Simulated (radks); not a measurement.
Question: Tm, configuration [Xe] 4f(up 6.5, down 6.5) 6s2 (fractional occupations, a model configuration). All-electron calculation, non-relativistic Kohn-Sham, r2SCAN, spin-polarised, spherical densities, point nucleus; meta-GGA in the generalised Kohn-Sham scheme; relativity is left out, which matters for an element this heavy. Program: a radial shooting solver on a logarithmic mesh with Libxc functionals. Some entries of the table are withheld. Estimate them.

orbital,occ.,eigenvalue (eV),r(max) (bohr)
1s,2,-55151.35,0.01457
2s,2,-8939.743,0.07955
2p,6,-8534.204,(1)
3s,2,(2),0.2197
3p,6,-1815.397,0.2076
3d,10,-1472.857,0.1650
4s,2,-386.3861,0.4986
4p,6,(3),0.5018
4d,10,-176.1341,0.5038
5s,2,-46.3759,1.187
5p,6,-26.7178,1.302
4f,13,-7.5413,0.4896
6s,2,-3.6478,3.691

Answer: 
(1) 2p r(max) (bohr): 0.06188
(2) 3s eigenvalue (eV): -1999.706
(3) 4p eigenvalue (eV): -311.2083
